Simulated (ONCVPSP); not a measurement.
## Configuration tests for tantalum (ONCV)

tantalum (Ta), optimised norm-conserving Vanderbilt (ONCV), made with ONCVPSP 4.0.1 (PBEsol, scalar-relativistic). Core [Kr] 4d10 4f14, reference 5s2 5p6 5d3 6s1.5 6p0.5. Waves: 5s+6s: rc 1.90 bohr, ncon 3, nbas 7, qcut 7.9 1/bohr, 3 projectors, debl 0.45 Ha; 5p+6p: rc 1.90 bohr, ncon 4, nbas 8, qcut 5.9 1/bohr, 2 projectors; 5d: rc 1.90 bohr, ncon 4, nbas 7, qcut 4.5 1/bohr, 2 projectors, debl 2.7 Ha. Local part: polynomial inside 1.65 bohr (lpopt 5, dvloc0 0 Ha). Core correction: none.

Energies are relative to the spin-unpolarised reference configuration 5s2 5p6 5d3 6s1.5 6p0.5; without spin polarisation the order of configurations can differ from experiment.

```tsv
valence configuration	charge	ΔE all-electron (eV)	error AE − PS (meV)
5s2 5p6 5d3 6s2 6p0	0	-2.082	+0.7
5s2 5p6 5d3 6s1 6p0	+1	6.423	-2.3
5s2 5p6 5d3 6s0 6p0	+2	21.401	-2.9
5s1 5p6 5d3 6s2 6p0	+1	77.169	-367
```
